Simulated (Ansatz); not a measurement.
Cost and result for the atomization energy of C$_{4}$H$_{6}$BF (`CB1C=C1CF`) (12 atoms, 12 bonds).

```xyz
12

C    -1.725    1.368   -0.080
B    -0.396    0.667    0.299
C     0.833    0.493    1.081
C     0.606   -0.402    0.097
C     1.234   -1.586   -0.494
F     0.494   -2.107   -1.536
H    -1.934    2.256    0.518
H    -2.561    0.672    0.035
H    -1.715    1.656   -1.135
H     1.588    0.686    1.832
H     1.350   -2.370    0.263
H     2.228   -1.334   -0.880
```

The species carries charge 0 and has multiplicity 1. Geometry: relaxed with PBE0-D4/def2-TZVP. It is one conformer, not always the lowest. Program: Ansatz. All runs use 4 threads of an Arm Neoverse V2 on a shared host. Times are those of one run each, without the atoms' runs, and a repeat can differ threefold. Electronic energies, without spin–orbit coupling; frozen cores. CCSD(T)/CBS adds CCSD(T) − MP2 in def2-TZVPP to the MP2 limit, and its time is that of the two runs behind it. T1 = 0.011. B3LYP takes the VWN-RPA correlation (the form of Gaussian; ORCA's B3LYP/G).

CCSD(T)/CBS is a level of theory with its own doubt, some kJ/mol a heavy atom from the limit and from the frozen cores, so smaller differences don't rank the functionals.

| level | functions | wall time | atomization (kJ/mol) | difference from CCSD(T)/CBS | per bond |
| --- | --- | --- | --- | --- | --- |
| PBE-D4/def2-TZVPP (with forces) | 270 | 2.3 s | 5220.0 | 187.5 | 15.6 |
| PBE0-D4/def2-TZVPP | 270 | 2.5 s | 5127.9 | 95.4 | 7.9 |
| B3LYP-D4/def2-TZVPP (with forces) | 270 | 3.9 s | 5065.5 | 33.0 | 2.7 |
| r2SCAN-D4/def2-TZVPP (with forces) | 270 | 4.2 s | 5097.9 | 65.4 | 5.4 |
| B2PLYP/def2-TZVPP | 270 | 4.5 s | 5020.6 | -11.9 | -1.0 |
| ωB97X-V/def2-TZVPP | 270 | 7 s | 5068.1 | 35.6 | 3.0 |
| ωB97M-V/def2-TZVPP (with forces) | 270 | 9 s | 5082.6 | 50.1 | 4.2 |
| MP2/def2-QZVPP | 522 | 23 s | 5109.5 | 77.0 | 6.4 |
| CCSD(T)/def2-TZVPP | 270 | 3.2 min | 4918.5 | -114.0 | -9.5 |
| CCSD(T)/CBS(def2) | – | 3.5 min | 5032.5 | 0.0 | 0.0 |

From PBE to PBE0 (25 % exact exchange), in def2-TZVPP and without D4, the atomization energy moves by −89.0 kJ/mol: exact exchange takes away binding that semilocal exchange gives to molecules. In def2-TZVPP, CCSD(T) changes the Hartree–Fock value by +1131.4 kJ/mol (the triples alone add +77.2 kJ/mol) and MP2 by +1255.4 kJ/mol; breaking electron pairs costs correlation energy, which Hartree–Fock lacks. The D4 term adds +32.5 kJ/mol with B3LYP and +17.2 kJ/mol with PBE0; it sums over pairs of atoms, weighted by their polarisabilities, and B3LYP, whose exchange is more repulsive, gets the larger term.
